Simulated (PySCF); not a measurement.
**Bismuth: a sound run and one with changed settings**

Sound run: Bi⁺ [Xe] 4f14 5d10 6s2 6p2, Bi²⁺ [Xe] 4f14 5d10 6s2 6p1. All numbers are calculated (PySCF 2.14, scalar relativity through the core potential, in cc-pVDZ-PP with ECP60MDF (4s3p2d, 23 functions)). The sound run starts from symmetry-adapted Hartree-Fock orbitals and uses a fine grid where one is needed.

A second run was set up differently.

```csv
species,method,sound run (hartree),changed run (hartree),converged
Bi⁺,UHF,-213.28824,-213.28824,yes
Bi⁺,PBE0,-214.29530,-214.58581,yes
Bi⁺,M06-L,-214.41126,-215.03895,no
Bi²⁺,UHF,-212.72571,-212.72571,yes
Bi²⁺,PBE0,-213.71372,-213.99614,yes
Bi²⁺,M06-L,-213.85057,-214.51894,no
```

Ionisation energy of Bi⁺:

| method | sound run (eV) | changed run (eV) |
| --- | --- | --- |
| UHF | 15.307 | 15.307 |
| PBE0 | 15.826 | 16.046 |

Q: What was changed?
A. minimal basis
B. all electrons correlated in a valence basis
C. too few SCF iterations
D. angular grid far too coarse

A: D. It used 6 angular points. A coarse angular grid integrates products of high-l functions wrongly, so density functionals can shift, and the SCF can exploit the error; Hartree-Fock and MP2 need no grid.
